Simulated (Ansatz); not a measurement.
TiFCl3 (TiCl₃F), relaxed as a singlet with RKS PBE-D4/def2-SVP in Ansatz, starting from the GFN2-xTB geometry. Force threshold 0.02 eV/Å.

Start:

```
atom   x (Å)   y (Å)   z (Å)
 Ti1   0.056   0.073  -0.102
  F2   0.740   0.979  -1.358
 Cl3   0.876   0.576   1.776
 Cl4   0.357  -1.999  -0.362
 Cl5  -2.029   0.371   0.046
```

**Question.** Estimate the energy that the relaxation releases and the steps that it takes.

**Answer.** 4.4 kcal/mol, in 4 steps; 5.5 s on 4 threads of Arm Neoverse V2 on a shared host. No frequencies were taken in this run, so the end may be a saddle point.

**Question.** Does the start keep its bonding and symmetry?

**Answer.** By distances, no bond broke or formed. The bond that changes most is Ti1–Cl3, from 2.11 to 2.18 Å (atoms count from 1). Point group C3v at the start, C3v at the end, both within 0.05 Å.

**Question.** Predict the relaxed structure.

**Answer.** 
Cartesian coordinates in Å:
```
Ti 0.0326 0.0431 -0.0598
F 0.7332 0.9699 -1.3458
Cl 0.9456 0.6377 1.8257
Cl 0.3996 -2.0721 -0.4248
Cl -2.1110 0.4215 0.0046
```
Bond lengths: 3 × Cl–Ti 2.18 Å; 1 × F–Ti 1.73 Å.
